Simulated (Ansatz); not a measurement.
Cost against result

The pair of GeH4 (SMILES [GeH4], atoms 1–5) and AsH3 (SMILES [AsH3], atoms 6–9), both closed shells, in one local arrangement (a lower one may exist), relaxed at PBE0-D4/def2-TZVP:

```
9
angstrom
Ge -0.1416 0.0935 -1.7936
H 0.3549 -1.3259 -1.4896
H 0.9852 1.0991 -1.5225
H -1.3412 0.4180 -0.8919
H -0.5691 0.1854 -3.2644
As -0.3919 0.1289 2.3775
H 0.6312 -0.2762 3.4294
H -0.1929 -1.1677 1.6060
H 0.6654 0.8450 1.5491
```

Interaction energies are counterpoise-corrected; the time is that of the whole pair.

Ansatz 0.2.0; basis: as named in each row; cores frozen in the correlated methods. Filled d shells of the heavier atoms are correlated. The def2 sets are not built for correlating such inner shells, so the correlated values are less sure here. B3LYP uses VWN-RPA correlation. Extrapolation: Hartree–Fock as exp(−7.88 √X), correlation as X^−2.97.

Times are rough, for one single point on 4 threads of a shared host (AMD EPYC 7R43).

The estimate by CCSD(T) at an estimated basis limit (MP2 extrapolated from triple and quadruple zeta, plus CCSD(T) − MP2 in triple zeta) is -4.6 kJ/mol.

```
   method        basis  time (s)  interaction energy (kJ/mol)  method less estimate
       HF       STO-3G   under 1                          4.5                   9.1
    SPW92     def2-SVP   under 1                         -6.8                  -2.2
   PBE-D4       STO-3G   under 1                         -2.1                   2.5
   PBE-D4     def2-SVP   under 1                         -5.4                  -0.8
 B3LYP-D4        6-31G         1                         -3.5                   1.1
  PBE0-D4     def2-SVP         1                         -5.1                  -0.5
revPBE-D4  def2-TZVPPD         2                         -4.8                  -0.2
  BLYP-D4  def2-TZVPPD         2                         -4.3                   0.3
  PBE0-D4  def2-TZVPPD         3                         -4.9                  -0.3
   PBE-D4  def2-TZVPPD         3                         -5.4                  -0.8
 HSE06-D4  def2-TZVPPD         3                         -4.9                  -0.3
r2SCAN-D4  def2-TZVPPD         3                         -3.4                   1.2
  wB97M-V     def2-SVP         4                         -3.7                   0.9
 B3LYP-D4  def2-TZVPPD         4                         -4.7                  -0.1
   B2PLYP  def2-TZVPPD         5                          0.2                   4.8
  CCSD(T)     def2-SVP         6                         -0.4                   4.2
   B97M-V  def2-TZVPPD         6                         -3.9                   0.7
  wB97X-V  def2-TZVPPD         6                         -4.1                   0.5
  wB97M-V  def2-TZVPPD         8                         -4.1                   0.5
      MP2  def2-QZVPPD        23                         -4.4                   0.2
  CCSD(T)  def2-TZVPPD       120                         -3.3                   1.3
```

No T1 diagnostic of these runs exceeds 0.012.
